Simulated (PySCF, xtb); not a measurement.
H₉N₃Si₂, SMILES [SiH2](N[SiH2]N)N.

GFN2-xTB in xtb at its own geometry gives an orbital gap of 5.67 eV and a dipole moment of 2.74 D.

Geometry optimised at B3LYP-D3(BJ)/def2-SVP. Other conformers were not sampled.

What does B3LYP/def2-TZVP (PySCF) give? (Estimate from the structure and the level; the computed values follow.)

gap 7.39 eV (levels -7.02 and 0.37 eV), dipole 1.96 D.
